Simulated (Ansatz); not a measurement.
CH10AlNSi2 at its PBE0-D4/def2-TZVP geometry, where that method's forces vanish. The species carries charge 0 and has multiplicity 1. The bonds changed during the relaxation, so this is another structure than the one it started from.

```xyz
15

N     0.4920   -1.2367    1.1016
C     1.1263   -0.6248   -0.1430
Al   -0.1823   -2.0211   -0.5915
Si    0.8535    1.1887   -0.4067
Si   -1.4105    1.7421   -0.1297
H    -0.0640   -0.5896    1.6465
H     1.1567   -1.6953    1.7090
H     2.1744   -0.9153   -0.1985
H     0.3439   -3.5037   -0.7942
H    -1.6768   -1.5535   -0.8487
H     1.6191    2.0501    0.5514
H     1.3046    1.5375   -1.7809
H    -1.9418    1.0767    1.0975
H    -1.5440    3.2115    0.0703
H    -2.2510    1.3334   -1.2832
```

Question: What forces (eV/Å) does r2SCAN-D4/def2-TZVPP give on these atoms in Ansatz 0.2.0? (Estimate.)

Answer: The calculation gave: 
```
N1  -0.135 -0.160  0.158
C2   0.146  0.130 -0.255
Al3 -0.034 -0.051 -0.001
Si4  0.008  0.029  0.003
Si5 -0.030  0.017 -0.008
H6  -0.001  0.025  0.027
H7   0.018 -0.001  0.031
H8   0.001 -0.008  0.017
H9  -0.010  0.028  0.007
H10  0.026 -0.012  0.007
H11 -0.002  0.004 -0.008
H12  0.000 -0.003  0.016
H13  0.004  0.013 -0.021
H14 -0.001 -0.025  0.000
H15  0.009  0.012  0.026
```
